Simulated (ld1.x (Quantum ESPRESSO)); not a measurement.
## Reading a pseudo-wave (Ti)

Columns: radius, all-electron u(r) and pseudo u(r) of the 3p shell (level -39.47 eV) of titanium in the configuration [Ne] 3s2 3p6 3d2 4s1.5 4p0.5; LDA (PZ), scalar-relativistic, TM scheme, ld1.x (Quantum ESPRESSO) 7.5.

```csv
r (bohr),all-electron,pseudo
0.082,0.3280,-0.0230
0.165,0.5302,-0.0909
0.248,0.4218,-0.1970
0.330,0.1496,-0.3290
0.413,-0.1689,-0.4774
0.495,-0.4568,-0.6246
0.578,-0.6900,-0.7609
0.660,-0.8557,-0.8725
0.742,-0.9610,-0.9540
0.825,-1.0161,-1.0030
0.908,-1.0301,-1.0195
0.990,-1.0141,-1.0079
1.072,-0.9772,-0.9746
1.155,-0.9256,-0.9250
1.238,-0.8653,-0.8655
1.320,-0.8015,-0.8017
1.402,-0.7363,-0.7365
1.485,-0.6712,-0.6712
1.568,-0.6084,-0.6084
1.650,-0.5496,-0.5496
1.733,-0.4939,-0.4939
1.815,-0.4429,-0.4429
1.898,-0.3956,-0.3956
1.980,-0.3529,-0.3529
2.062,-0.3142,-0.3142
2.145,-0.2788,-0.2788
```

How many radial nodes do the two functions have?

The all-electron 3p function has n − l − 1 = 1; the pseudo-wave has 0, since the states of the same l below it are removed with the core.

At about which radius was the pseudo-wave matched?

1.65 bohr. The columns agree to 0.0005 from 1.24 bohr on; several derivatives are matched, so the curves merge somewhat inside the radius.

Where does each function peak?

Outermost all-electron maximum near 0.91 bohr, pseudo maximum near 0.91 bohr (to the table’s step).

Is the pseudo-wave norm-conserving?

Yes: the TM scheme keeps the norm inside the radius equal to the all-electron one, which fixes the energy derivative of the logarithmic derivative at the level.
